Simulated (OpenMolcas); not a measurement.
Cr3+ with 4 ligands (oxide) in tetrahedral coordination (Td). A charge of +1.25 e stands 2.6 Å behind each ligand. Ligand basis ANO-RCC-VDZP.

```json
{
  "Program": "OpenMolcas",
  "Method": "SS-CASPT2, IPEA 0.25 Eh, imaginary shift 0.1 Eh (closed shells correlated: 3s 3p and the ligand valence shells)",
  "Basis": "ANO-RCC-VDZP [5s4p2d1f]",
  "Scalar Hamiltonian": "DKH2, point nucleus",
  "Active space": "3 electrons in 5 orbitals (3d)",
  "State averaging": "2S+1 = 4 even, 10 roots; 2S+1 = 2 even, 40 roots",
  "Spin-orbit coupling": "RASSI with atomic mean-field integrals over the reference wave functions"
}
```

All ligands move together. At R = 1.84 Å the first state of the same spin is 5550 cm-1, and at R = 1.95 Å it is 3880 cm-1.

Q: A third run gives 4740 cm-1. What distance was it run at?

A: With a power law R^-n the two known points give n = -ln(3880 / 5550) / ln(1.95 / 1.84) = 6.16. Then R = 1.84 × (5550 / 4740)^(1/6.16) = 1.888 Å. The run was at 1.86 Å, so the estimate is off by +0.028 Å.

Roots that are degenerate in the reference are averaged as groups; the widest CASPT2 spread within a group is 550 cm-1 (the 3-fold group of multiplicity 4 near 3880 cm-1 above the lowest state of its run, R = 1.95). Shifts and gaps below about the spread of the groups concerned are not significant. Over all roots computed the reference weight is 0.70 to 0.71 in R = 1.84, 0.70 to 0.71 in R = 1.86, 0.70 to 0.71 in R = 1.95; a low but even weight reflects the number of correlated electrons. An orbital triplet at a regular site is open to Jahn-Teller coupling, which can distort the site and quench the lowest spin-orbit gaps and is left out. The oxide ions are held by bare point charges, a crude embedding. Ligand-to-metal charge-transfer states are missing. These CASPT2 states fit no ligand-field parameters well, so their order and spin gaps are uncertain. With no ligand orbital active B as a rule stays too high, so bands that hang on it stand too high and its fall with covalency is understated. With one d shell and no ligand orbital active, 10Dq can be off by a tenth or more. No measured value stands beside these numbers; the geometry is a model, was not optimised and need not be the one that this ion takes.
